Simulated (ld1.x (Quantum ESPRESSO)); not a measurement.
**What one change does to a pseudopotential (indium (In), ultrasoft)**

- Element: In
- Generator: ld1.x (Quantum ESPRESSO) 7.5
- Type: ultrasoft
- Functional: BLYP
- Relativity: scalar-relativistic
- Frozen core: [Kr]
- Valence charge: 13
- Reference configuration: 4d10 5s1 5p2
- Partial waves: 5s (bound): rcut 1.95, rcutus 2.10 bohr; 5s channel at -0.3 Ry: rcut 1.95, rcutus 2.10 bohr; 5p (bound): rcut 2.15, rcutus 2.70 bohr; 5p channel at 0.4 Ry: rcut 2.15, rcutus 2.70 bohr; 4d (bound): rcut 1.35, rcutus 1.65 bohr; 4d channel at -0.25 Ry: rcut 1.35, rcutus 1.65 bohr
- Local potential: all-electron potential smoothed inside 1.35 bohr (lloc = -1)
- Core correction: a·sin(br)/r model core inside 1.55 bohr
- Augmentation charge: built from norm-conserving waves at rcut, not smoothed further

Change: all radii but the core radius scaled by about 1.23 (s 2.58, p 3.32, d 2.04 bohr, rcut 2.40/2.64/1.66); local potential all-electron potential smoothed inside 1.66 bohr (lloc = -1).

Cutoffs: the cutoffs (Ry, on a coarse ladder) from which the occupation-weighted sum of valence levels, in a spherical-Bessel basis at the reference potential, stays within 10 and 1 mRy of its value at 400 Ry; they do not see the model core or the augmentation charge, which bear on the density cutoff. Errors are all-electron minus pseudo energies relative to the spin-unpolarised reference configuration.

Q: What does the change do?

A: The bound ghosts move from p, s to s; the d channel binds one level more than in the base; the number of tests with a reliable result goes from 7 to 4 (the test run of the changed file stopped, so its transferability is not established); of the 4 tests that both files solve, the error grows in 4 and shrinks in 0 by more than 15 % and 0.3 meV (median size 1.6 → 5.8 meV). More of the atom is replaced by a form fitted at one configuration, so other configurations suffer.

| quantity | base | changed |
| --- | --- | --- |
| cutoffs, loose and tight | 40 Ry, 70 Ry | not determined |
| bound ghosts | s, p | s |
| tests with a reliable result | 7 of 7 | 4 of 7 (the test run stopped) |
| error for 4d10 5s2 5p1, meV [ΔE -5.87 eV] | -0.7 | -4.6 |
| error for 4d10 5s2 5p0, meV [ΔE -0.51 eV] | -2.4 | -7.0 |
| error for 4d10 5s1 5p0, meV [ΔE 18.81 eV] | -10 | -14 |
| error for 4d10 5s2 5p1.3, meV [ΔE -6.38 eV] | -0.5 | -4.1 |
| lowest overlap eigenvalue by channel | s 0.11, p 0.32, d 0.95 | s 0.21, p 0.40, d 0.42 |

Changed file: ld1.x printed “convergence not achieved” for 4 of the counted tests; their residual had stalled under 1e-8, short of the target of 1e-14. A true bound ghost makes a file unfit for plane-wave use even where its test errors are small: the radial tests pick states by their node count and pass the ghost by.
